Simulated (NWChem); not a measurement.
Molecule: C2H4N2Si; SMILES N#C/N=C\[SiH3]

Results from NWChem. Pople sets run with spherical d functions. The geometry was optimised at PBE0/def2-SVP. Level M06-2X/6-31G*: energy and gradient on several grids; changes count from the extra-fine grid, which is no exact limit either.

```csv
grid,size of the energy change (μHa),largest change of a gradient component (μHa/bohr),"time, medium = 1 (rough)"
xcoarse,3000,10000,about 1
coarse,800,700,about 1
medium,50,200,about 1
fine,< 10,100,about 1
xfine,< 10,< 30,3
```
